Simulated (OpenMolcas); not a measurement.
## Xe2+: effect of the IPEA shift

| Quantity | Value |
| --- | --- |
| Program | OpenMolcas 26.06 |
| Basis | ANO-RCC-VTZP [7s6p4d2f1g] |
| Scalar Hamiltonian | DKH2, point nucleus |
| Active space | 4 electrons in 3 orbitals (5p) |
| State averaging | 2S+1 = 3 even, 3 roots; 2S+1 = 1 even, 6 roots |
| Spin-orbit coupling | state interaction with AMFI integrals over the reference wave functions, term energies averaged over their components |

Methods on the same reference wave functions:
A. CASSCF
B. SS-CASPT2, IPEA 0 Eh, imaginary shift 0.1 Eh (closed shells correlated: 4d 5s)
C. SS-CASPT2, IPEA 0.25 Eh, imaginary shift 0.1 Eh (closed shells correlated: 4d 5s)

Energies in cm-1 above 5s2 5p4 3P2, the measured ground level; measured values from Saloman, J. Phys. Chem. Ref. Data 33, 765 (2004).

| Level | A | B | C | Measured |
| --- | --- | --- | --- | --- |
| 5s2 5p4 3P2 | 0.0 | 0.0 | 0.0 | 0.0 |
| 5s2 5p4 3P0 | 8334 | 7870 | 7890 | 8130 |
| 5s2 5p4 3P1 | 8485 | 8660 | 8700 | 9794 |
| 5s2 5p4 1D2 | 18647 | 16940 | 16650 | 17099 |
| 5s2 5p4 1S0 | 39137 | 35270 | 35250 | 36103 |

Deviations, from unrounded energies. A percentage is the sum of absolute deviations over the sum of measured energies, with the sign that they share, or ± where signs differ.

| Against measurement | Levels | A | B | C |
| --- | --- | --- | --- | --- |
| mean absolute deviation (cm-1) | 4 | 1500 | 600 | 660 |
| fine structure of the ground term (%) | 2 | ±8.4 | -7.8 | -7.4 |
| other terms of the ground configuration (%) | 2 | +8.6 | -1.9 | -2.4 |

B lies closest to measurement on these levels and A furthest from it. The largest miss of B in the table is 5s2 5p4 3P1, by -1100 cm-1. The ranking rests on the paired levels alone, and a cruder setting can come out closer through cancelling errors.

Between B and C the level of the table that moves most is 5s2 5p4 1D2, by 290 cm-1 (lowest in C, highest in B). Moves below CASPT2's spread within the term are not significant.

The mean deviations of B to C differ by less than CASPT2's widest spread within a term (160 cm-1), so their order carries little weight.

From A to B the spin-free energies of the other terms of 5s2 5p4 shown, above 3P, scale by factors of 0.83 to 0.85.

The lowest spin-free term lies below A's lowest term by 0.584 hartree in B, 0.575 hartree in C.

CASPT2 does not keep the components of a term degenerate, so their means are used; among the terms shown or strongly mixed into the levels shown the widest spread is 160 cm-1 (5s2 5p4 1D, C). With the s shell closed, the reference lacks s² → p² mixing. Measured partners are found by configuration, term and J. A level has none where our copy of the source lacks it or the pairing is in doubt (some pairs that miss far off the trend of their configuration count as doubtful), and it then counts in no deviation. Only configurations of the active space appear.
